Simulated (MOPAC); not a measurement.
A run for MOPAC: AM1 on BClFHSe (SMILES FB(Cl)[SeH]), a point of a torsion scan.

```
AM1 1SCF PRECISE CHARGE=0 THREADS=1
BClFHSe

F     -0.91080249 1     1.38834700 1    -0.00243086 1
B     -0.56578934 1     0.11270027 1     0.04700738 1
Cl    -1.78955134 1    -1.07373345 1    -0.06409782 1
Se     1.27037832 1    -0.30637816 1     0.45210481 1
H      1.56275032 1     0.95085949 1     1.09456029 1
```

It printed:

```
*******************************************************************************
 **                                                                           **
 **                              MOPAC v23.2.5                                **
 **                                                                           **
 *******************************************************************************
 ** MOPAC's Digital Object Identifier: https://doi.org/10.5281/zenodo.6511958 **
 **                                                                           **
 ** Please cite the open-source release paper for use of this MOPAC version:  **
 ** J. E. Moussa and J. J. P. Stewart (2026)                                  **
 ** MOPAC: An open-source semiempirical molecular orbital program             **
 ** J. Open Source Softw., 11(119), 8025, https://doi.org/10.21105/joss.08025 **
 *******************************************************************************

                              AM1 CALCULATION RESULTS

 *******************************************************************************
 *  AM1        - The AM1 Hamiltonian to be used
 *
 *
 *
 *                 CHARGE ON SYSTEM = 0
 *
 *
 *
 *  PRECISE    - TIGHTER CRITERIA TO BE USED
 *  1SCF       - DO 1 SCF AND THEN STOP
 *  THREADS=1  - MULTI-THREADING NOT USED
 *  T=         - A TIME OF 172800.0 SECONDS REQUESTED
 *  DUMP=N     - RESTART FILE WRITTEN EVERY 7200.0 SECONDS REQUESTED
 *******************************************************************************
AM1 1SCF PRECISE CHARGE=0 THREADS=1
 BClFHSe

   ATOM   CHEMICAL          X               Y               Z
  NUMBER   SYMBOL      (ANGSTROMS)     (ANGSTROMS)     (ANGSTROMS)

     1       F         -0.91080249  *   1.38834700  *  -0.00243086  *
     2       B         -0.56578934  *   0.11270027  *   0.04700738  *
     3      Cl         -1.78955134  *  -1.07373345  *  -0.06409782  *
     4      Se          1.27037832  *  -0.30637816  *   0.45210481  *
     5       H          1.56275032  *   0.95085949  *   1.09456029  *



          CARTESIAN COORDINATES

    NO.       ATOM           X           Y           Z

     1         F         -0.9108      1.3883     -0.0024
     2         B         -0.5658      0.1127      0.0470
     3        Cl         -1.7896     -1.0737     -0.0641
     4        Se          1.2704     -0.3064      0.4521
     5         H          1.5628      0.9509      1.0946

  H: (AM1): M.J.S. DEWAR ET AL, J. AM. CHEM. SOC. 107 3902-3909 (1985)
  B: (AM1): M.J.S. DEWAR ET AL, ORGANOMETALLICS, 7, 513-521 (1988)
  F: (AM1): M.J.S. DEWAR AND E. G. ZOEBISCH, THEOCHEM, 180, 1 (1988).
 Cl: (AM1): M.J.S. DEWAR AND E. G. ZOEBISCH, THEOCHEM, 180, 1 (1988).
 Se: (AM1): J. J. P. STEWART, J. MOL. MOD., 10, 155-164 (2004)

           Empirical Formula: H F B Cl Se  =     5 atoms



      MOLECULAR POINT GROUP   :   C1


      RHF CALCULATION, NO. OF DOUBLY OCCUPIED LEVELS = 12


 -------------------------------------------------------------------------------
 AM1 1SCF PRECISE CHARGE=0 THREADS=1
 BClFHSe



     1SCF WAS SPECIFIED, SO BFGS WAS NOT USED
     SCF FIELD WAS ACHIEVED


                              AM1 CALCULATION
                                                       MOPAC v23.2.5 Linux




          FINAL HEAT OF FORMATION =       -106.84616 KCAL/MOL =    -447.04435 KJ/MOL


          COSMO AREA              =        112.52 SQUARE ANGSTROMS
          COSMO VOLUME            =         99.44 CUBIC ANGSTROMS

          IONIZATION POTENTIAL    =          8.407947 EV
          HOMO LUMO ENERGIES (EV) =         -8.408 -1.178
          NO. OF FILLED LEVELS    =         12
          MOLECULAR WEIGHT        =        145.2293         POINT GROUP:  C1

          MOLECULAR DIMENSIONS (Angstroms)

            Atom       Atom       Distance
            H     5   Cl     3     4.08404
           Se     4    F     1     2.58294
           Cl     3    F     1     0.41542


          SCF CALCULATIONS        =          1





   ATOM   CHEMICAL          X               Y               Z
  NUMBER   SYMBOL      (ANGSTROMS)     (ANGSTROMS)     (ANGSTROMS)

     1       F         -0.91080249  *   1.38834700  *  -0.00243086  *
     2       B         -0.56578934  *   0.11270027  *   0.04700738  *
     3      Cl         -1.78955134  *  -1.07373345  *  -0.06409782  *
     4      Se          1.27037832  *  -0.30637816  *   0.45210481  *
     5       H          1.56275032  *   0.95085949  *   1.09456029  *

                             CARTESIAN COORDINATES

   1    F       -0.910802490     1.388347000    -0.002430860
   2    B       -0.565789340     0.112700270     0.047007380
   3   Cl       -1.789551340    -1.073733450    -0.064097820
   4   Se        1.270378320    -0.306378160     0.452104810
   5    H        1.562750320     0.950859490     1.094560290


           Empirical Formula: H F B Cl Se  =     5 atoms



      MOLECULAR POINT GROUP   :   C1


                  EIGENVALUES
 -50.54942 -37.53810 -23.21152 -19.97298 -17.27188 -16.42635 -16.06532 -12.97560
 -12.75869 -12.27089 -10.85507  -8.40795  -1.17764   0.22034   0.98703   2.59450
   5.49092


              NET ATOMIC CHARGES AND DIPOLE CONTRIBUTIONS

  ATOM NO.   TYPE          CHARGE      No. of ELECS.   s-Pop       p-Pop
    1          F          -0.134147        7.1341     1.88296     5.25119
    2          B           0.109055        2.8909     1.23026     1.66069
    3         Cl          -0.100094        7.1001     1.97885     5.12124
    4         Se           0.154018        5.8460     1.95791     3.88807
    5          H          -0.028831        1.0288     1.02883
 DIPOLE           X         Y         Z       TOTAL
 POINT-CHG.     1.874    -0.678     0.240     2.007
 HYBRID        -0.746     1.118     0.063     1.345
 SUM            1.128     0.440     0.303     1.248


          ATOMIC ORBITAL ELECTRON POPULATIONS

     Atom    s        px        py        pz
    1  F   1.88296   1.90780   1.50769   1.83569
    2  B   1.23026   0.69267   0.60974   0.35827
    3 Cl   1.97885   1.59674   1.61952   1.90498
    4 Se   1.95791   1.06332   1.11876   1.70599
    5  H   1.02883

 **********************
 *                    *
 * JOB ENDED NORMALLY *
 *                    *
 **********************




 == MOPAC DONE ==
```

The run finished.

Cost: very roughly 0.04 core-seconds.
